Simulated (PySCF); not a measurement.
Species: SiCl3(nBu), C4H9Cl3Si.
Bonds: Si1–Cl2, Si1–Cl3, Si1–Cl4, Si1–C5, C5–C6, C6–C7, C7–C8. Hydrogens: H9, H10 on C5; H11, H12 on C6; H13, H14 on C7; H15, H16, H17 on C8.

Computed, not measured: PySCF, PBE0-D3(BJ)/def2-SVP geometry optimisation, gas phase.

**Question.** Give the optimised bond lengths and angles.

**Answer.** 
| bond | length (bohr) |
| --- | --- |
| Si1–Cl2, Si1–Cl3, Si1–Cl4 | 3.882 |
| Si1–C5 | 3.501 |
| C5–C6 | 2.889 |
| C5–H9, C5–H10 | 2.087 |
| C6–C7 | 2.885 |
| C6–H11, C6–H12 | 2.085 |
| C7–C8 | 2.874 |
| C7–H13, C7–H14 | 2.086 |
| C8–H15, C8–H16, C8–H17 | 2.081 |

Bonds in one row agree within 0.02 bohr and their mean is given. A selection of angles:
| angle | degrees |
| --- | --- |
| Cl2–Si1–Cl3 | 108.5 |
| Cl2–Si1–Cl4 | 108.5 |
| Cl2–Si1–C5 | 110.8 |
| Cl4–Si1–C5 | 110.4 |
| Si1–C5–C6 | 113.8 |
| Si1–C5–H9 | 106.9 |
| Si1–C5–H10 | 106.5 |
| C6–C5–H9 | 111.1 |
| H9–C5–H10 | 106.4 |
| C5–C6–C7 | 114.1 |
| C5–C6–H11 | 109.1 |
| C7–C6–H11 | 109.4 |
| H11–C6–H12 | 105.9 |
| C6–C7–C8 | 114.5 |
| C6–C7–H13 | 108.1 |
| C6–C7–H14 | 109.1 |
| C8–C7–H13 | 109.3 |
| H13–C7–H14 | 105.8 |
| C7–C8–H15 | 111.2 |
| H15–C8–H16 | 107.1 |

Torsions: Cl2–Si1–C5–C6 178° (antiperiplanar); Si1–C5–C6–C7 178° (antiperiplanar); C5–C6–C7–C8 63° (synclinal). The mirror-image conformer, all signs reversed, is as good.

Si1 (silicon bonded to C and 3 Cl) is tetrahedral (angles from 107.9° to 110.8°). All 3 Cl–Si bonds measure 2.053 to 2.055 Å. Of the pairs four or more bonds apart, H10···H16 is among the closest relative to their van der Waals radii: 2.30 Å, 96 % of the sum of Bondi's values.

Point group: C1 (no symmetry element, even within 0.4 Å). Not checked by PBE0-D3(BJ)/def2-SVP frequencies. The numbers are those of one conformer.
